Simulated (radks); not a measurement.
Effect of the nuclear size on neutral rhodium, [Kr] 4d8 5s1. Calculated with a radial shooting solver on a logarithmic mesh with Libxc functionals: Dirac Kohn-Sham, PBE, spin-unpolarised, spherical densities, finite nucleus; open shells are shared between the two j in proportion to 2j + 1; Fermi nuclear charge, rms radius 4.4945 fm. The rms radius is varied about that value; shifts are against it.

| rms radius (fm) | total energy shift (eV) | density at nucleus (e/bohr^3) | 1s1/2 shift (meV) | 2s1/2 shift (meV) | 3p1/2 shift (meV) | 4s1/2 shift (meV) | 4p1/2 shift (meV) | 5s1/2 shift (meV) |
|---|---|---|---|---|---|---|---|---|
| 3.7394 | -0.679 | 1.238e+05 | -286 | -31.5 | 0.381 | -1.03 | 0.070 | -0.060 |
| 4.2698 | -0.214 | 1.218e+05 | -90.0 | -9.90 | 0.120 | -0.322 | 0.022 | -0.019 |
| 4.4945 | 0 | 1.21e+05 | 0.000 | 0.000 | 0.000 | 0.000 | 0.000 | 0.000 |
| 4.6428 | 0.146 | 1.205e+05 | 61.6 | 6.77 | -0.082 | 0.221 | -0.015 | 0.013 |
| 5.4159 | 0.975 | 1.182e+05 | 411 | 45.2 | -0.546 | 1.47 | -0.100 | 0.086 |

Slopes of the eigenvalues against <r^2> in GHz/fm^2, as finite differences over the two radii next to the reference (eigenvalue slopes, not the field-shift constants of lines): 1s1/2 11000, 2s1/2 1210, 3p1/2 -14.7, 4s1/2 39.5, 4p1/2 -2.69, 5s1/2 2.32.
